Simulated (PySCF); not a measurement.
Spin–spin coupling constants

Bonds (- single, = double, # triple, : aromatic): C1-C2 1.514 Å, C2-O3 1.405 Å, O3-C4 1.408 Å, C4-C5 1.545 Å, C5-F6 1.385 Å, C5-O7 1.367 Å, O7-C2 1.423 Å. C1 carries H8, H9, H10; C2 carries H11; C4 carries H12, H13; C5 carries H14. Stereochemistry as in C[C@@H]1OC[C@@H](F)O1. H12 is cis to C1 on the ring; H13 is trans to C1 on the ring.

Indirect spin–spin couplings were computed at B3LYP/pcJ-1 (spin–dipole term only in couplings to heteroatoms) (PySCF 2.14.0 with density-fitted response routines) on a GFN2-xTB structure, for the isolated molecule, without vibrational or relativistic corrections. Couplings are averaged over pairs made equivalent by symmetry, fast rotation or ring inversion, so a value needn't be that of the named pair in this geometry, while other rotamers aren't included; one pair stands for each set, and the list holds a selection of those of at least 0.8 Hz over up to four bonds, among pairs with at least one C or F or H atom (others weren't computed). One-bond C–F couplings come out tens of Hz too large with common functionals.

Isotopes: $^{13}$C, $^{19}$F, $^{1}$H, $^{17}$O. Couplings to quadrupolar nuclei such as 17O and 33S are rarely resolved in practice.

```tsv
pair	bonds	J (Hz)
C1, C2	1	45.5
C1, H8	1	135.1
C2, O3	1	?
C2, O7	1	26.9
C2, H11	1	171.3
O3, C4	1	22.8
C4, C5	1	?
C4, H12	1	157.1
C4, H13	1	155.0
C5, F6	1	?
C5, O7	1	26.7
C5, H14	1	191.2
C1, O7	2	-7.4
C1, H11	2	?
C2, H8	2	-4.6
O3, H13	2	-5.9
C1, C5	3	3.7
C2, H12	3	5.5
O3, H8	3	-4.9
O3, H14	3	-1.0
C5, H11	3	?
F6, H12	3	?
F6, H13	3	26.8
O7, H12	3	?
H12, H14	3	4.8
H13, H14	3	?
```

Question: Estimate the withheld couplings, with signs.

Answer: 
- $^{1}J$(C2,O3) = 27.2 Hz (bond length 1.405 Å)
- $^{1}J$(C4,C5) = 38.7 Hz (bond length 1.545 Å)
- $^{1}J$(C5,F6) = -274.7 Hz (bond length 1.385 Å)
- $^{2}J$(C1,H11) = 6.1 Hz (angle at C2 111°)
- $^{3}J$(C5,H11) = 0.8 Hz (dihedral angle 82°)
- $^{3}J$(F6,H12) = 23.8 Hz (dihedral angle 125°)
- $^{3}J$(O7,H12) = -1.6 Hz (dihedral angle 116°)
- $^{3}J$(H13,H14) = 2.1 Hz (dihedral angle 117°)
